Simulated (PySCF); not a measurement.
**Electronic structure of C²⁺ (carbon, charge +2) at the UHF level**

Configuration: [He] 2s1 2p1, high-spin 3P determinant (an excited configuration). Computed with PySCF 2.14 in dyall-av3z (15s9p3d2f, 71 functions), with the spin-free X2C one-electron Hamiltonian (Gaussian nucleus).

- Total energy: -36.252670 hartree
- One-electron energy: -43.9872 hartree
- Hartree (Coulomb) energy: 12.2182 hartree
- Exchange energy: -4.4836 hartree
- ⟨S²⟩: 2.0000
- ⟨L²⟩: 2.008
- Sum of ⟨r⟩: 3.192 bohr
- Sum of ⟨r²⟩: 4.406 bohr²
- Traceless quadrupole moment −½Σ⟨3z² − r²⟩ along its main axis: -0.906 e·bohr²
- Langevin diamagnetic susceptibility: -3.49 ×10⁻⁶ cm³/mol

```json
{"shell": "1s α", "electrons": "1", "mean orbital energy (hartree)": "-12.64221", "rms radius, mean of both spins (bohr)": "0.311"}
{"shell": "1s β", "electrons": "1", "mean orbital energy (hartree)": "-12.53228", "rms radius, mean of both spins (bohr)": "0.311"}
{"shell": "2s α", "electrons": "1", "mean orbital energy (hartree)": "-1.82121", "rms radius, mean of both spins (bohr)": "1.47"}
{"shell": "2p α", "electrons": "1", "mean orbital energy (hartree)": "-1.52242", "rms radius, mean of both spins (bohr)": "1.44"}
```

Spin-orbit constants ζ (cm⁻¹) from the X2C one-electron operator on these orbitals: bare nucleus, nucleus screened by l(l+1)(2l+1)/3 electrons, and screened by the Breit-Pauli mean field of the electrons.

| shell | bare | screened nucleus | mean field |
| --- | --- | --- | --- |
| 2p | 97.32 | 64.88 | 53.76 |

To first order the Landé constant is A = 26.88 cm⁻¹, so the lowest level has J = 0 and lies 0.00666 eV below the centre of the term. This holds in LS coupling only.
